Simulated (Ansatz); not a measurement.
`BOB[SiH3]` + `C[SeH]` → `B[Se]C` + `OB[SiH3]` at 500 K and 1 bar (ligand exchange at a B–O bond).

Program: Ansatz. Geometries: PBE0-D4/def2-TZVP. ΔE: electronic, gas phase. CBS: MP2 limit from def2 TZ/QZ plus the TZ coupled-cluster correction, frozen cores. For Se outer-core shells are correlated without core-valence functions, which leaves a few kJ/mol of doubt a bond. Scalar relativity is left out up to krypton. One conformer a species, not always the lowest.

```tsv
species	CCSD(T)/CBS energy (Eh)	H − E (kJ/mol)	S (J/(mol·K))
`BOB[SiH3]`	-417.48760	209.2	399.4
`C[SeH]`	-2441.15625	142.1	299.3
`B[Se]C`	-2466.56684	187.2	346.5
`OB[SiH3]`	-392.07510	171.3	344.4
```

H − E and S are ideal-gas, rigid-rotor, harmonic terms from PBE0-D4/def2-TZVP, for one conformer and one mirror image of each species. 1 Eh = 2625.50 kJ/mol, R = 8.31446 J/(mol·K).

Task: By hand: ΔE, ΔH, ΔS and ΔG.

Result: ΔE = (-2466.56684) + (-392.07510) − (-417.48760) − (-2441.15625) = 0.00191 Eh = 5.0 kJ/mol. Δ(H − E) = 187.2 + 171.3 − 209.2 − 142.1 = 7.2, so ΔH = 12.2 kJ/mol. ΔS = 346.5 + 344.4 − 399.4 − 299.3 = -7.8 J/(mol·K). ΔG = 12.2 − 500 × (-7.8)/1000 = 16.1 kJ/mol.

Task: By hand: the equilibrium constant, and the temperature at which ΔG would vanish if ΔH and ΔS stayed fixed.

Result: log₁₀ K = −ΔG/(RT ln 10) = -1.7. ΔH and −TΔS have one sign here, so there is no such temperature.

The number of gas molecules stays the same, so ΔS is small and ΔH decides. A doubt of 5 kJ/mol in ΔE shifts log₁₀ K by 0.5 here. Other conformers and mirror images would add mixing entropy, several J/(mol·K) or more a flexible species. Modes under 60 cm⁻¹, often nearly free rotors, make the harmonic entropy too high. These are equilibria of isolated gas molecules and say nothing of rates. Largest T1 diagnostic: 0.014 (customary marks: 0.02 for closed shells, 0.045 for open ones).

ΔS is within the doubt of such terms, so its sign, and with it that verdict, could turn.
